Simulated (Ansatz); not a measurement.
Cost and result for the atomization energy of C2H5B2ClO (11 atoms, 13 bonds).

Z-matrix (Å, degrees):
```
B
B 1 1.854
C 1 1.578 2 93.8
Cl 1 1.965 2 58.5 3 104.6
C 1 1.767 2 48.1 3 -27.2
H 1 1.184 2 123.4 3 -153.6
H 2 1.185 1 135.8 3 151.5
H 3 1.086 1 117.9 2 -132.1
H 3 1.085 1 117.5 2 86.4
O 5 1.362 1 125.5 2 -115.8
H 10 0.963 5 109.1 1 99.7
```

Total charge 0; spin multiplicity 1. The bonds changed during the relaxation, so this is another structure than the one it started from. Geometry: relaxed with PBE0-D4/def2-TZVP. It is one conformer, not always the lowest. Program: Ansatz. All runs use 4 threads of an Intel Xeon 6975P-C on a shared host. Times are those of one run each, without the atoms' runs, and a repeat can differ threefold. Electronic energies, without spin–orbit coupling; frozen cores. CCSD(T)/CBS adds CCSD(T) − MP2 in def2-TZVPP to the MP2 limit, and its time is that of the two runs behind it. T1 = 0.012. B3LYP takes the VWN-RPA correlation (the form of Gaussian; ORCA's B3LYP/G).

CCSD(T)/CBS is a level of theory with its own doubt, some kJ/mol a heavy atom from the limit and from the frozen cores, so smaller differences don't rank the functionals.

```
                            level  functions  wall time
             revPBE-D4/def2-TZVPP        267      1.4 s
               BLYP-D4/def2-TZVPP        267      1.4 s
              BHLYP-D4/def2-TZVPP        267      1.9 s
               PBE0-D4/def2-TZVPP        267        2 s
            r2SCANh-D4/def2-TZVPP        267      2.9 s
B3LYP-D4/def2-TZVPP (with forces)        267        3 s
                 CCSD(T)/def2-SVP        113        3 s
                B2PLYP/def2-TZVPP        267      3.5 s
               ωB97X-V/def2-TZVPP        267      4.2 s
                B97M-V/def2-TZVPP        267      4.6 s
                   MP2/def2-QZVPP        505       15 s
               CCSD(T)/def2-TZVPP        267       55 s
                CCSD(T)/CBS(def2)          –       69 s
```

Problem. What atomization energy does each give, and how far from CCSD(T)/CBS? (Best estimate.)

Solution. Ansatz gave: 
| level | atomization (kJ/mol) | difference from CCSD(T)/CBS | per bond |
| --- | --- | --- | --- |
| revPBE-D4/def2-TZVPP | 4359.9 | 58.1 | 4.5 |
| BLYP-D4/def2-TZVPP | 4306.2 | 4.4 | 0.3 |
| BHLYP-D4/def2-TZVPP | 4169.7 | -132.1 | -10.2 |
| PBE0-D4/def2-TZVPP | 4395.7 | 93.9 | 7.2 |
| r2SCANh-D4/def2-TZVPP | 4354.9 | 53.1 | 4.1 |
| B3LYP-D4/def2-TZVPP (with forces) | 4309.3 | 7.5 | 0.6 |
| CCSD(T)/def2-SVP | 4124.1 | -177.7 | -13.7 |
| B2PLYP/def2-TZVPP | 4273.7 | -28.1 | -2.2 |
| ωB97X-V/def2-TZVPP | 4333.3 | 31.5 | 2.4 |
| B97M-V/def2-TZVPP | 4367.5 | 65.7 | 5.1 |
| MP2/def2-QZVPP | 4397.7 | 95.9 | 7.4 |
| CCSD(T)/def2-TZVPP | 4195.7 | -106.1 | -8.2 |
| CCSD(T)/CBS(def2) | 4301.8 | 0.0 | 0.0 |

From r2SCAN to r2SCAN0 (25 % exact exchange), in def2-TZVPP and without D4, the atomization energy moves by −74.5 kJ/mol: exact exchange takes away binding that semilocal exchange gives to molecules. At CCSD(T), def2-SVP lies −177.7 kJ/mol from the extrapolated value and def2-TZVPP −106.1 kJ/mol: correlation converges slowly with the basis, and small sets miss more of it in the bonded molecule than in its fragments. The D4 term adds +42.3 kJ/mol with B3LYP and +21.8 kJ/mol with PBE0; it sums over pairs of atoms, weighted by their polarisabilities, and B3LYP, whose exchange is more repulsive, gets the larger term.
